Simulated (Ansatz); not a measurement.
Cartesian coordinates in Å:
```
F -0.6470 -0.8758 -0.5961
Ga 1.0114 0.0017 -1.1005
F 0.6469 0.8759 0.5960
Ga -1.0114 -0.0017 1.1005
H 2.1593 -1.0136 -0.8544
H 0.6683 1.0183 -2.2219
H -2.1593 1.0136 0.8547
H -0.6682 -1.0184 2.2218
```

Total charge 0; spin multiplicity 1.

**Question.** List the PBE/def2-TZVPP orbital energies in eV (Ansatz 0.2.0). (Best estimate.)

**Answer.** The calculation gave: Occupied: -10094.00, -10094.00, -1233.86, -1233.86, -1093.55, -1093.55, -1093.51, -1093.51, -1093.46, -1093.46, -659.91, -659.91, -143.71, -143.71, -98.27, -98.27, -98.16, -98.16, -98.00, -98.00, -29.38, -28.93, -20.40, -20.35, -20.31, -20.18, -20.15, -20.15, -20.13, -20.13, -20.13, -20.12, -12.95, -12.30, -11.06, -10.53, -9.76, -9.71, -9.59, -8.90, -7.76, -7.42. Lowest empty: -1.62, -0.61, -0.46, -0.04, 0.40, 0.64, 2.38, 3.54.
